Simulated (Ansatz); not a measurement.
Calculated with Ansatz (gas phase, PBE0-D4/def2-TZVP geometries, no zero-point term in ΔE). CCSD(T)/CBS is the MP2 limit (def2-TZVPP, def2-QZVPP) plus CCSD(T) − MP2 in def2-TZVPP, frozen cores. This one scheme is used for every species. DFT in def2-TZVPP. HSE06 is defined as in plane-wave codes. For Se outer-core shells are correlated without core-valence functions, which leaves a few kJ/mol of doubt a bond. Scalar relativity is left out up to krypton. One conformer a species, not always the lowest.

Reaction (hydrogenolysis of the Se–C bond): `B[Se]CF` + H₂ → `B[SeH]` + `CF`

`B[Se]CF`:

Cartesian coordinates in Å:
```
B 0.998 -0.305 1.298
Se 0.973 -0.591 -0.573
C -0.770 0.173 -1.024
F -0.637 1.448 -1.498
H 1.970 -0.667 1.884
H 0.063 0.204 1.834
H -1.218 -0.446 -1.801
H -1.379 0.184 -0.120
```

H₂:

Cartesian coordinates in Å:
```
H 0.108 0.071 -0.350
H -0.108 -0.071 0.350
```

`B[SeH]`:

```xyz
5

B    -0.571    0.162   -0.233
Se    0.634   -0.986    0.680
H    -0.207    1.202   -0.681
H    -1.692   -0.229   -0.321
H     1.836   -0.149    0.555
```

`CF`:

Z-matrix (Å, degrees):
```
C
F 1 1.376
H 1 1.092 2 109.1
H 1 1.092 2 109.1 3 -120.0
H 1 1.092 2 109.1 3 120.0
```

```
             level  ΔE (kcal/mol)  difference from CCSD(T)/CBS
        r2SCANh-D4          -14.1                          0.5
        r2SCAN0-D4          -15.0                         -0.4
               PBE          -13.5                          1.1
              BLYP          -15.1                         -0.5
           r2SCANh          -14.4                          0.2
             HSE06          -15.4                         -0.8
             BHLYP          -18.4                         -3.8
     HF/def2-TZVPP          -21.7                         -7.1
SCS-MP2/def2-QZVPP          -14.8                         -0.2
     MP2/CBS(def2)          -13.2                          1.4
       CCSD(T)/CBS          -14.6                            0
```

What do rigid-rotor, harmonic-oscillator terms from PBE0-D4/def2-TZVP frequencies (298.15 K, 1 bar) make of the CCSD(T)/CBS value? (Estimate.)

Ansatz gave: ΔZPE = +3.9 kcal/mol, ΔH = -11.6 kcal/mol, ΔS = 30 J/(mol·K), ΔG = -13.7 kcal/mol.

Largest T1 diagnostic among the species: 0.013.

In def2-TZVPP, CCSD(T) changes the Hartree–Fock value by +6.9 kcal/mol (the triples alone add +1.6 kcal/mol) and MP2 by +8.3 kcal/mol. From PBE to PBE0 (25 % exact exchange), in def2-TZVPP and without D4, ΔE moves by −2.0 kcal/mol. At CCSD(T), def2-SVP lies −4.4 kcal/mol from the extrapolated value and def2-TZVPP −0.3 kcal/mol.
